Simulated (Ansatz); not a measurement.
Program: Ansatz. Geometries: PBE0-D4/def2-TZVP. ΔE: electronic, gas phase. CBS: MP2 limit from def2 TZ/QZ plus the TZ coupled-cluster correction, frozen cores. This one scheme is used for every species. Functionals use def2-TZVPP. B3LYP here is the variant with VWN-RPA as its local correlation; programs differ in this. Each species was taken in one conformer, which may not be the lowest.

Consider the cleavage of the Si–Si bond: `N[SiH](F)[Si](N)(Cl)Cl` + NH₃ → `N[Si](N)(Cl)Cl` + `N[SiH2]F`.

```tsv
level	ΔE (kJ/mol)	difference from CCSD(T)/CBS
PBE-D4	-59.1	23.7
r2SCAN-D4	-79.0	3.8
PBE0-D4	-69.0	13.8
B3LYP-D4	-75.2	7.6
ωB97X-V	-80.6	2.2
ωB97M-V	-86.6	-3.8
B2PLYP	-87.6	-4.8
PBE	-64.9	17.9
r2SCAN	-81.0	1.8
PBE0	-74.6	8.2
B3LYP	-84.2	-1.4
HF/def2-TZVPP	-106.6	-23.8
MP2/def2-TZVPP	-91.1	-8.3
SCS-MP2/def2-TZVPP	-92.9	-10.1
CCSD/def2-TZVPP	-88.7	-5.9
CCSD(T)/def2-TZVPP	-84.9	-2.1
HF/def2-QZVPP	-107.7	-24.9
MP2/def2-QZVPP	-90.2	-7.4
SCS-MP2/def2-QZVPP	-92.2	-9.4
HF/CBS(def2)	-107.9	-25.1
MP2/CBS(def2)	-88.9	-6.1
CCSD/CBS(def2)	-86.5	-3.7
CCSD(T)/CBS	-82.8	0
```

Largest T1 diagnostic among the species: 0.011.

In def2-TZVPP, CCSD(T) changes the Hartree–Fock value by +21.6 kJ/mol (the triples alone add +3.7 kJ/mol) and MP2 by +15.5 kJ/mol. From PBE to PBE0 (25 % exact exchange), in def2-TZVPP and without D4, ΔE moves by −9.8 kJ/mol.
